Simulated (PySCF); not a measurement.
## Si: excitation energy

Si [Ne] 3s2 3p2 (3P) → Si [Ne] 3s1 3p2 3d1 (high-spin determinant), as a difference of total energies. Computed with PySCF 2.14 in x2c-QZVPPall with one added diffuse shell each of s, p, d, f type (10s7p5d3f1g, 86 functions), with scalar relativity by spin-free X2C-1e. Correlated levels: valence and next inner shell: 1s2 frozen. The calculations carry no spin-orbit coupling.

```json
{"method": "UHF", "excitation energy (eV)": "10.111"}
{"method": "MP2 (valence and next inner shell)", "excitation energy (eV)": "11.413"}
{"method": "SCS-MP2 (valence and next inner shell)", "excitation energy (eV)": "11.802"}
{"method": "CCSD (valence and next inner shell)", "excitation energy (eV)": "11.423"}
{"method": "CCSD(T) (valence and next inner shell)", "excitation energy (eV)": "11.420"}
```

How much does correlation contribute at CCSD(T) (valence and next inner shell)?

11.420 − (10.111) = 1.309 eV, measured against UHF.

The upper state lies above the first ionisation limit, but in LS coupling its spin forbids autoionisation to the ground ion.

The promoted electron is Rydberg-like, and one or two diffuse shells describe it only roughly, which tends to raise the upper state.

The coupled-cluster amplitudes are large for the upper state (T1 above 0.03 or a double amplitude above 0.15), so a single reference is strained.

The determinant of the upper state mixes LS terms, which raises its energy above the lowest term, most at the Hartree-Fock and MP2 levels.
